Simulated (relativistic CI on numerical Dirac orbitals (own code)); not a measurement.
A reference radial Dirac CI calculation of Re2+ gave the lowest total energy -16676.64577 Ha in 39 SCF steps, from this input:

```
atom Re  Z=75  charge=2  electrons=73
nucleus A=187  rms_radius_fm=5.3698
hamiltonian dirac-coulomb  breit=on  qed=on  c_scale=1
orbitals kli  potential=per-configuration
slater_scale 1
correlation none
mixing on
grid step=0.0125 r_max=86.5
scf mixing=0.4 start=green max_iterations=150 tolerance=2e-08 node_fill=0.05
configurations
  [Xe] 4f14 5d5
  [Xe] 4f14 5d4 6s
  [Xe] 4f14 5d3 6s2
end
```

One setting was then changed (and the iteration limit cut to 75), and the output read:

```
SCF 1: [Xe] 4f14 5d5
 iter      energy (Ha)   residual   last orbital (Ha)
      1s not found; potential halved back
error: SCF of 1s2 2s2 2p6 3s2 3p6 3d10 4s2 4p6 4d10 4f14 5s2 5p6 5d5 stopped: an orbital could not be found
end: not converged
```

(1) Which setting was changed?
A. SCF mixing
B. grid step
C. speed of light
D. Slater scale

## Answers

(1) C. The speed of light × 0.2. This setting is bad on purpose; its numbers may not be properties of the ion.
